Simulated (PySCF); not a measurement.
Coordinates in bohr (charge 0 multiplicity 2):
```
Re    0.0000    0.0000    0.0194
H     2.9103    0.0000    1.1684
H    -1.4551    2.5204    1.1684
H    -1.4552   -2.5204    1.1684
H     1.9735    0.0000   -2.3791
H    -0.9867    1.7091   -2.3791
H    -0.9868   -1.7091   -2.3791
```

Method: PySCF, UPBE0, basis Re def2-TZVP with ECP60, H def2-TZVP (scalar-relativistic core potentials, no spin–orbit coupling, density fitting).

This geometry of ReH6 is a stationary point at this level.

(1) What is the point group?

(2) Is it a minimum?

(3) What are the dipole moment and the gap between the highest occupied and lowest empty levels of either spin?

(4) Give the atomic charges and bond orders.

## Answers

(1) C3v.

(2) No: it has 2 imaginary modes (one degenerate set), at 1808i cm⁻¹ (e).

(3) 0.04 D and 2.38 eV.

(4) 
```csv
atom,Mulliken,Löwdin,polar tensor,spin (Mulliken),Mayer order to Re1
Re1,-0.33,-0.06,0.23,0.94,–
"H2,3,4",0.01,-0.01,-0.11,0.00,0.99
"H5,6,7",0.10,0.03,0.04,0.02,0.94
```

This need not be the most stable arrangement of these atoms. Other spin states or occupations of the open shell can lie lower. With an element this heavy the missing spin–orbit coupling can shift these numbers.
